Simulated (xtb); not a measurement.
C6H15Ge, doublet, from a rough starting geometry; GFN2-xTB in xtb.

Input for xtb:
```
$ xtb mol.xyz --gfn 2 --uhf 1 --opt vtight --json

# file mol.xyz
22

C     -1.87666779    -2.12628397     0.03711825
C     -0.68085497    -2.02146086    -1.06816251
Ge     0.27085415    -0.17665983    -1.02196475
C     -1.12419231     1.11676203    -0.26881166
C     -0.68867554     2.60298711     0.05090850
C      1.57702433    -0.35378788     0.52848428
C      2.71139643     0.66171345     0.54535746
H     -2.19859781    -3.11088367     0.01806411
H     -1.40625898    -1.88350356     0.95039719
H     -2.62400655    -1.41177846    -0.21861718
H      0.08310427    -2.71753332    -0.92149958
H     -1.10216001    -2.14158511    -2.06125380
H     -1.90865492     1.21449543    -0.98684967
H     -1.56362080     0.70354412     0.61442538
H      0.13568735     2.48577746     0.79065958
H     -1.42682622     3.22084631     0.29478035
H     -0.25371332     2.95556259    -0.94127835
H      0.98505393    -0.31146044     1.43714557
H      1.94365334    -1.44212607     0.46468349
H      2.27131667     1.62471147     0.56768120
H      3.37032017     0.56854793    -0.31788472
H      3.36478159     0.54411029     1.38123335
```

Task: What does xtb print? Leave out banner, timings and long lists.

Result: 
```
   ID    Z sym.   atoms
    1    6 C      1, 2, 4-7
    2   32 Ge     3
    3    1 H      8-22

           -------------------------------------------------
          |                Calculation Setup                |
           -------------------------------------------------

           -------------------------------------------------
          |                 G F N 2 - x T B                 |
           -------------------------------------------------

          ...................................................
          :                      SETUP                      :
          :.................................................:
          :  # basis functions                  49          :
          :  # atomic orbitals                  48          :
          :  # shells                           30          :
          :  # electrons                        43          :
          :  max. iterations                   250          :
          :  Hamiltonian                  GFN2-xTB          :
          :  restarted?                      false          :
          :  GBSA solvation                  false          :
          :  PC potential                    false          :
          :  electronic temp.          300.0000000     K    :
          :  accuracy                    1.0000000          :
          :  -> integral cutoff          0.2500000E+02      :
          :  -> integral neglect         0.1000000E-07      :
          :  -> SCF convergence          0.1000000E-05 Eh   :
          :  -> wf. convergence          0.1000000E-03 e    :
          :  Broyden damping             0.4000000          :
          :  net charge                          0          :
          :  unpaired electrons                  1          :
          ...................................................

 iter      E             dE          RMSdq      gap      omega  full diag
   1    -22.3296369 -0.223296E+02  0.387E+00    5.49       0.0  T
   2    -22.1946521  0.134985E+00  0.537E+00    5.94       1.0  T
   3    -22.6549826 -0.460331E+00  0.165E+00    5.82       1.0  T
   4    -22.6661891 -0.112065E-01  0.528E-01    5.73       1.0  T
   5    -22.6664802 -0.291077E-03  0.267E-01    5.72       1.0  T
   6    -22.6668017 -0.321507E-03  0.108E-01    5.72       1.0  T
   7    -22.6668843 -0.825674E-04  0.708E-02    5.73       1.0  T
   8    -22.6668886 -0.428895E-05  0.285E-02    5.73       1.0  T
   9    -22.6668947 -0.618124E-05  0.591E-03    5.73       3.6  T
[...]
 * total energy  :   -22.3601278 Eh     change       -0.9449541E-05 Eh
 * total energy  :   -22.3601353 Eh     change       -0.7466683E-05 Eh
 * total energy  :   -22.3601412 Eh     change       -0.5955175E-05 Eh
 * total energy  :   -22.3601448 Eh     change       -0.3619394E-05 Eh
 * total energy  :   -22.3601471 Eh     change       -0.2288108E-05 Eh
 * total energy  :   -22.3601479 Eh     change       -0.7948010E-06 Eh
 * total energy  :   -22.3601483 Eh     change       -0.3654200E-06 Eh
 * total energy  :   -22.3601485 Eh     change       -0.2526186E-06 Eh
 * total energy  :   -22.3601489 Eh     change       -0.4079969E-06 Eh
 * total energy  :   -22.3601495 Eh     change       -0.5920751E-06 Eh
 * total energy  :   -22.3601499 Eh     change       -0.3985221E-06 Eh
 * total energy  :   -22.3601500 Eh     change       -0.6191568E-07 Eh
   *** GEOMETRY OPTIMIZATION CONVERGED AFTER 39 ITERATIONS ***
         :: total energy             -22.360149998234 Eh    ::
[...]
     1   6 C    3.997 --     2 C    1.023    10 H    0.986     9 H    0.985
                             8 H    0.975
     2   6 C    3.959 --     1 C    1.023    12 H    0.969    11 H    0.969
                             3 Ge   0.860
     3  32 Ge   2.797 --     4 C    0.862     6 C    0.861     2 C    0.860
     4   6 C    3.966 --     5 C    1.032    13 H    0.969    14 H    0.956
                             3 Ge   0.862
     5   6 C    3.997 --     4 C    1.032    17 H    0.985    15 H    0.984
                            16 H    0.980
     6   6 C    3.966 --     7 C    1.031    19 H    0.968    18 H    0.960
                             3 Ge   0.861
     7   6 C    3.997 --     6 C    1.031    21 H    0.986    20 H    0.984
                            22 H    0.981
     8   1 H    0.998 --     1 C    0.975
     9   1 H    0.999 --     1 C    0.985
    10   1 H    0.999 --     1 C    0.986
    11   1 H    0.999 --     2 C    0.969
    12   1 H    0.999 --     2 C    0.969
    13   1 H    0.999 --     4 C    0.969
    14   1 H    0.999 --     4 C    0.956
    15   1 H    0.999 --     5 C    0.984
    16   1 H    0.995 --     5 C    0.980
    17   1 H    0.999 --     5 C    0.985
    18   1 H    0.999 --     6 C    0.960
    19   1 H    0.999 --     6 C    0.968
    20   1 H    0.999 --     7 C    0.984
    21   1 H    0.999 --     7 C    0.986
    22   1 H    0.995 --     7 C    0.981
 ---------------------------------------------------------------------------

Topologies differ in total number of bonds
Writing topology from bond orders to xtbtopo.mol

molecular dipole:
                 x           y           z       tot (Debye)
 q only:        0.084       0.062      -0.139
   full:       -0.111      -0.046       0.257       0.720
molecular quadrupole (traceless):
                xx          xy          yy          xz          yz          zz
 q only:       -0.340       0.306      -0.447      -0.714      -0.340       0.787
  q+dip:        0.372      -0.726       0.286       0.539       0.047      -0.658
   full:        0.331      -0.114       0.455       0.285      -0.035      -0.786

optimized geometry written to: xtbopt.xyz

           -------------------------------------------------
          | TOTAL ENERGY              -22.360149998234 Eh   |
          | GRADIENT NORM               0.000178936402 Eh/α |
          | HOMO-LUMO GAP               5.897079699390 eV   |
           -------------------------------------------------
```
